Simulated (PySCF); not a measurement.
## MgSn: one state, many levels of theory

State: ³Σ⁻ (triplet), unpaired electrons π ↑↑. Set-up: Mg aug-cc-pVDZ, Sn aug-cc-pVDZ-PP with ECP28; scalar-relativistic core potentials (PySCF 2.14). De refers to Mg + Sn in their high-spin ground configurations, without counterpoise correction. The functionals are run spin-unrestricted. A positive dipole means Mg(−)Sn(+). Levels whose curve was spin-contaminated or gave no clean fit are not listed.

```tsv
Level	Re (Å)	ωe (cm⁻¹)	De (eV)	μ (D)
ROHF	3.031	123	0.196	-3.04
ROHF-MP2	2.782	220	0.73	n/a
ROHF-SCS-MP2	2.818	202	0.59	n/a
PBE	2.777	222	1.02	-2.72
TPSS	2.770	224	1.00	-2.77
PBE0	2.776	221	0.93	-2.96
CAM-B3LYP	2.798	201	0.63	-3.09
```

The bond length runs from 2.770 Å (TPSS) to 3.031 Å (ROHF). De spans 0.20 eV (ROHF, mean field) to 1.02 eV (PBE, GGA).

Correlated steps freeze 5 core orbitals. Correlated levels converge slowly with the basis: in double zeta they bind strong bonds too weakly, by up to about 1 eV, and carry superposition errors of some tenths. These are scalar-relativistic numbers at best; spin–orbit coupling would shift them, the dissociation energy most. UHF is strongly spin-contaminated for MgSn, so the ROHF reference used there is far from stable. The state was picked by a PBE0 search and need not be the measured ground state.

The whole job (state search and all levels along the bond) took about 2.4 min on 1 thread of Arm Neoverse V2 (shared host), peak memory 0.91 GiB.
